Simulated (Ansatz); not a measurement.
HFSSn (SMILES [F][Sn][SH]), singlet, geometry from GFN2-xTB (such geometries of metal compounds can be far from the true shape) (core potentials on Sn), atoms displaced at random by about 0.08 Å a coordinate; Ansatz (an electronic-structure program) with HF/def2-SVP, gradient.

Ansatz was given this input:
Ansatz 0.2 input:
```yaml
crystal:
  periodic: [false, false, false]
  atoms:
    - {symbol: Sn, position_ang: [0.22941980, -0.17602340, 0.52458313]}
    - {symbol: F, position_ang: [0.48140707, -1.71855869, -0.98192707]}
    - {symbol: S, position_ang: [-0.72544364, 1.48612973, -1.12268265]}
    - {symbol: H, position_ang: [-0.93876123, 2.47989588, -0.04864049]}
basis:
  gaussian:
    orbitals: def2-SVP
hamiltonian:
  xc: hf
output: {forces: true}
```

It wrote (shortened):

```
Functional definition: HF
679 factors; integrals over basis functions are off by at most 9.2e-4 eV
mean field evaluation 1: about -19336.8004 eV, gradient 3.6e1 eV
mean field evaluation 2: about -19336.8544 eV, gradient 3.6e1 eV
mean field evaluation 4: about -19340.0030 eV, gradient 2.4e0 eV
mean field evaluation 8: about -19340.0534 eV, gradient 2.9e-1 eV
mean field -19340.05445408 eV, -710.7338920276 hartree, gradient 2.1e-5 eV, S^2 0.000000; 0 other end points of the search recorded, 0 dependent functions left out
the calculation of the forces begins
reference -19340.05445408 eV, -710.7338920276 hartree; 24, 24 occupied and 39, 39 virtual orbitals, 679 factors
Total energy: -19340.05445408 eV, -710.7338920276 hartree
Atom 0 at     0.229420    -0.176023     0.524583 Å, force     0.021018    -1.768080    -2.957800 eV/Å
Atom 1 at     0.481407    -1.718559    -0.981927 Å, force    -0.366114     2.343744     2.311962 eV/Å
Atom 2 at    -0.725444     1.486130    -1.122683 Å, force    -0.056818     1.287658     2.750045 eV/Å
Atom 3 at    -0.938761     2.479896    -0.048640 Å, force     0.401914    -1.863322    -2.104207 eV/Å
Dipole moment:     0.036598     0.468193     1.027917 e Å
```
